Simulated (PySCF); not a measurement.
Level of theory: M06-2X/def2-TZVP // B3LYP-D3(BJ)/def2-TZVP (PySCF 2.14.0). All species are isolated molecules in the gas phase. 

Reference species (SMILES): `C=C=CC#N` (neutral, multiplicity 1).

```json
{
  "HOMO": "-9.41 eV",
  "S1 oscillator strength": "0.000"
}
```

Changed species: `CC#CC#N`.

Task: Give the shifts of the HOMO and S1 oscillator strength.

Result: the HOMO drops by 0.18 eV, to -9.59 eV; the S1 oscillator strength stays essentially unchanged.
